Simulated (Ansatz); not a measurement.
Consider the redistribution: `N[SiH2]N[SiH](N)F` + `O[SiH2]S` → `N[SiH](F)S` + `N[SiH2]N[SiH2]O`.

Isolated molecules relaxed with PBE0-D4/def2-TZVP in Ansatz; ΔE leaves out vibrations. CCSD(T)/CBS is the MP2 limit (def2-TZVPP, def2-QZVPP) plus CCSD(T) − MP2 in def2-TZVPP, frozen cores. Functionals use def2-TZVPP. Each species was taken in one conformer, which may not be the lowest.

`N[SiH2]N[SiH](N)F`:

Cartesian coordinates in Å:
```
N -0.509 0.416 1.875
Si -0.117 -1.073 1.093
N -0.452 -0.953 -0.595
Si 0.179 0.158 -1.734
N 0.701 1.505 -0.861
F 1.431 -0.411 -2.557
H -1.475 0.702 1.939
H -0.017 0.644 2.726
H -0.909 -2.250 1.553
H 1.317 -1.285 1.412
H -1.085 -1.651 -0.957
H -0.835 0.379 -2.792
H 0.381 1.662 0.083
H 1.391 2.157 -1.185
```

`O[SiH2]S`:

```xyz
7

O    -0.972    0.306   -1.105
Si   -0.085   -0.533   -0.007
S     0.955    0.714    1.376
H    -1.574    0.971   -0.766
H    -0.924   -1.382    0.876
H     0.847   -1.340   -0.821
H     1.753    1.265    0.446
```

`N[SiH](F)S`:

Z-matrix (Å, degrees):
```
Si
F 1 1.602
S 1 2.122 2 106.4
N 1 1.688 2 115.9 3 -117.7
H 1 1.477 2 105.1 3 123.0
H 3 1.344 1 93.8 2 29.0
H 4 1.006 1 122.0 2 -87.7
H 4 1.006 1 122.7 2 73.2
```

`N[SiH2]N[SiH2]O`:

Cartesian coordinates in Å:
```
N 1.518 1.696 0.910
Si 1.212 0.043 0.582
N -0.487 -0.229 0.477
Si -1.388 -1.147 -0.662
O -2.353 -0.239 -1.641
H 2.298 1.959 1.489
H 1.267 2.427 0.266
H 1.748 -0.481 -0.704
H 1.874 -0.672 1.708
H -1.025 0.196 1.223
H -0.391 -1.910 -1.455
H -2.351 -2.037 0.024
H -1.922 0.395 -2.216
```

| level | ΔE (kJ/mol) |
| --- | --- |
| ωB97M-V | 10.4 |
| CCSD/CBS(def2) | 8.7 |

What does CCSD(T)/CBS give? (Estimate.)

Ansatz gave: +9.4 kJ/mol. The listed levels differ from it by 1.0, -0.7 kJ/mol.

Largest T1 diagnostic among the species: 0.011.

The D4 term adds +4.6 kJ/mol with B3LYP and +2.6 kJ/mol with PBE0; it sums over pairs of atoms, weighted by their polarisabilities, and B3LYP, whose exchange is more repulsive, gets the larger term. In def2-TZVPP, CCSD(T) changes the Hartree–Fock value by +4.6 kJ/mol (the triples alone add +0.8 kJ/mol) and MP2 by +4.1 kJ/mol.

B3LYP here is the variant with VWN-RPA as its local correlation; programs differ in this.
